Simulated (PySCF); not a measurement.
Nitrogen: a sound run and one with changed settings

Sound run: N⁺ [He] 2s2 2p2, N²⁺ [He] 2s2 2p1. Computed with PySCF 2.14 in x2c-TZVPall, with scalar relativity by spin-free X2C-1e. In the sound run the correlated levels freeze 1s2. The sound run starts from symmetry-adapted Hartree-Fock orbitals and uses a fine grid where one is needed.

Changed run: basis STO-3G, all-electron and non-relativistic. This setting is unsound on purpose.

| species | method | sound run (hartree) | changed run (hartree) | converged |
| --- | --- | --- | --- | --- |
| N⁺ | UHF | -53.92152 | -53.24264 | yes |
| N⁺ | PBE0 | -54.03389 | -53.34076 | yes |
| N⁺ | BP86 | -54.08157 | -53.38104 | yes |
| N⁺ | MP2 | -53.99196 | -53.25331 | yes |
| N⁺ | CCSD(T) | -54.01473 | -53.26332 | yes |
| N²⁺ | UHF | -52.84834 | -52.12682 | yes |
| N²⁺ | PBE0 | -52.93488 | -52.19984 | yes |
| N²⁺ | BP86 | -52.98183 | -52.24171 | yes |
| N²⁺ | MP2 | -52.90377 | -52.14900 | yes |
| N²⁺ | CCSD(T) | -52.93165 | -52.16878 | yes |

Ionisation energy of N⁺:

```json
{"method": "UHF", "sound run (eV)": "29.203", "changed run (eV)": "30.363"}
{"method": "PBE0", "sound run (eV)": "29.906", "changed run (eV)": "31.046"}
{"method": "BP86", "sound run (eV)": "29.925", "changed run (eV)": "31.003"}
{"method": "MP2", "sound run (eV)": "29.611", "changed run (eV)": "30.050"}
{"method": "SCS-MP2", "sound run (eV)": "29.478", "changed run (eV)": "29.987"}
{"method": "CCSD", "sound run (eV)": "29.457", "changed run (eV)": "29.784"}
{"method": "CCSD(T)", "sound run (eV)": "29.472", "changed run (eV)": "29.784"}
```

A minimal basis cannot let orbitals breathe on ionisation and holds almost no correlation. The Hamiltonian changed with the basis, so the totals do not compare.

For comparison, NIST gives 29.601 eV between the lowest levels.
